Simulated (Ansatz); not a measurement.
Cost against result

The pair of Br⁻ (SMILES [Br-], atom 1) and CH5N (SMILES CN, atoms 2–8), both closed shells, in one local arrangement (a lower one may exist), relaxed at PBE0-D4/def2-TZVPD:

Br1  (1.050, -1.767, -2.434)
C2  (-0.558, 0.634, 0.291)
N3  (0.676, -0.064, 0.604)
H4  (-1.306, 0.023, -0.237)
H5  (-0.335, 1.489, -0.353)
H6  (-1.016, 1.028, 1.206)
H7  (1.028, -0.480, -0.266)
H8  (0.462, -0.864, 1.189)
(Å)

Interaction energies are counterpoise-corrected; the time is that of the whole pair.

Program: Ansatz 0.2.0. Basis: as named in each row. Cores are frozen in the correlated methods. Filled d shells of the heavier atoms are correlated. The def2 sets are not built for correlating such inner shells, so the correlated values are less sure here. B3LYP uses VWN-RPA correlation. Extrapolation: Hartree–Fock as exp(−7.88 √X), correlation as X^−2.97.

Times are rough, for one single point on 4 threads of a shared host (Intel Xeon 6975P-C).

The estimate by CCSD(T) at an estimated basis limit (MP2 extrapolated from triple and quadruple zeta, plus CCSD(T) − MP2 in triple zeta) is -0.392 eV.

```csv
method,basis,time (s),interaction energy (eV),method less estimate
HF,STO-3G,under 1,-0.306,0.087
PBE-D4,STO-3G,under 1,-0.572,-0.180
SPW92,def2-SVP,under 1,-0.555,-0.163
PBE-D4,def2-SVP,under 1,-0.466,-0.073
B3LYP-D4,6-31G,under 1,-0.426,-0.034
PBE0-D4,def2-SVP,under 1,-0.444,-0.052
PBE-D4,def2-TZVPPD,under 1,-0.421,-0.029
revPBE-D4,def2-TZVPPD,under 1,-0.401,-0.009
wB97M-V,def2-SVP,1,-0.416,-0.023
CCSD(T),def2-SVP,1,-0.323,0.069
BLYP-D4,def2-TZVPPD,1,-0.391,0.001
PBE0-D4,def2-TZVPPD,1,-0.404,-0.011
HSE06-D4,def2-TZVPPD,1,-0.404,-0.012
B3LYP-D4,def2-TZVPPD,1,-0.390,0.002
r2SCAN-D4,def2-TZVPPD,2,-0.398,-0.006
B2PLYP,def2-TZVPPD,2,-0.340,0.052
wB97X-V,def2-TZVPPD,3,-0.381,0.011
B97M-V,def2-TZVPPD,3,-0.381,0.011
wB97M-V,def2-TZVPPD,3,-0.385,0.008
MP2,def2-QZVPPD,8,-0.391,0.001
CCSD(T),def2-TZVPPD,24,-0.360,0.032
```

The T1 diagnostic stays at or below 0.009.
